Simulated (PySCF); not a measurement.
Ge(F)3(OSiH3) (F3GeH3OSi), SMILES [F][Ge]([F])([F])[O][SiH3]. Heavy atoms are numbered as in [F:1][Ge:2]([F:3])([F:4])[O:5][SiH3:6]. Hydrogens are named by the atom that carries them.

Geometry optimised at r2SCAN-D4/def2-SVP. Other conformers were not sampled.

Calculation: PySCF with PBE/pcSseg-1.

GIAO shieldings, no solvent; atoms alike by connectivity are averaged. δ = σ(ref) − σ: ¹⁹F against CFCl3 (σ = 133.6 ppm); ⁷³Ge against GeH4 (σ = 1614.4 ppm); ¹⁷O against H2O (σ = 334.3 ppm); ²⁹Si against TMS (σ = 335.4 ppm); ¹H against TMS (σ = 31.49 ppm), references at their B3LYP-D3(BJ)/def2-TZVP geometries, non-relativistic.

Q: Estimate the chemical shifts. (The exact figures need the calculation; the answer reports its results.)

A: 
| nucleus | atoms | count | δ (ppm) |
|---|---|---|---|
| ¹⁹F | F1 | 3 | -174.8 |
| ⁷³Ge | Ge2 | 1 | 233.2 |
| ¹⁷O | O5 | 1 | 54.2 |
| ²⁹Si | Si6 (SiH3) | 1 | -20.0 |
| ¹H | H on Si6 | 3 | 5.66 |
